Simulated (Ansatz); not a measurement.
Calculated with Ansatz (gas phase, PBE0-D4/def2-TZVP geometries, no zero-point term in ΔE). CCSD(T)/CBS adds triple-zeta CCSD(T) − MP2 to the extrapolated MP2 energy (def2 sets, frozen cores). Functionals use def2-TZVPP. For Ga outer-core shells are correlated without core-valence functions, which leaves a few kJ/mol of doubt a bond. Scalar relativity is left out up to krypton. Each species was taken in one conformer, which may not be the lowest.

Consider the ligand exchange at the Al–O bond: `[AlH2][O][GaH2]` + `N[SiH2]O[SiH3]` → `[AlH2][NH][SiH2]O[SiH3]` + `[OH][GaH2]`.

(1) Is it downhill or uphill in electronic energy at CCSD(T)/CBS, and by how much? (An estimate is asked.)

(2) What do these levels give: ωB97M-V, PBE-QIDH, MP2/def2-SVP, CCSD/def2-SVP, CCSD(T)/def2-SVP, CCSD(T)/def2-TZVPP? (An estimate is asked.)

Largest T1 diagnostic among the species: 0.015.

## Answers

(1) The calculation gave: Uphill: ΔE = +45.0 kJ/mol.

(2) Ansatz gave: ωB97M-V 46.7, PBE-QIDH 47.8, MP2/def2-SVP 51.6, CCSD/def2-SVP 51.8, CCSD(T)/def2-SVP 49.4, CCSD(T)/def2-TZVPP 46.5 kJ/mol.

Leaving LDA and LC-ωPBE aside and taking each functional with its dispersion term where it has one, the values, not all of them listed here, spread over 15.9 kJ/mol, from revPBE-D4 to BHLYP-D4. The D4 term adds −4.2 kJ/mol with B3LYP and −2.4 kJ/mol with PBE0; it sums over pairs of atoms, weighted by their polarisabilities, and B3LYP, whose exchange is more repulsive, gets the larger term.

B3LYP here is the variant with VWN-RPA as its local correlation; programs differ in this.
